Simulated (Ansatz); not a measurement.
One change: `CO[SiH2]BO` becomes `BN[SiH2]OC`.

Ansatz, PBE0-D4/def2-TZVP geometries, multiplicity 1. Each molecule was computed in one conformer, which needn't be the lowest.

```tsv
property	`CO[SiH2]BO`
size of the dipole moment (ωB97M-V/def2-TZVPP) / D	2.10
HOMO–LUMO gap (ωB97M-V/def2-TZVPP) / eV	10.92
LUMO energy (ωB97M-V/def2-TZVPP) / eV	0.99
HOMO–LUMO gap (PBE/def2-TZVPP) / eV	4.51
LUMO energy (B3LYP/def2-TZVPP) / eV	-1.18
size of the dipole moment (PBE/def2-TZVPP) / D	2.01
```

(1) What does the change do to each property? (Best estimate.)

## Answers

(1) The calculation gave: 
| property | `BN[SiH2]OC` | shift |
| --- | --- | --- |
| size of the dipole moment (ωB97M-V/def2-TZVPP) / D | 2.08 | -0.02 |
| HOMO–LUMO gap (ωB97M-V/def2-TZVPP) / eV | 12.27 | 1.35 |
| LUMO energy (ωB97M-V/def2-TZVPP) / eV | 1.69 | 0.70 |
| HOMO–LUMO gap (PBE/def2-TZVPP) / eV | 5.56 | 1.05 |
| LUMO energy (B3LYP/def2-TZVPP) / eV | -0.39 | 0.79 |
| size of the dipole moment (PBE/def2-TZVPP) / D | 2.12 | 0.11 |

With PBE0 the HOMO falls by 0.47 eV and the LUMO rises by 0.81 eV, so the gap widens by about 1.28 eV. PBE moves the HOMO by -0.26 eV and ωB97M-V by -0.65 eV. Dipoles are sizes alone; their direction can turn.

B3LYP here is the variant with VWN-RPA as its local correlation; programs differ in this.
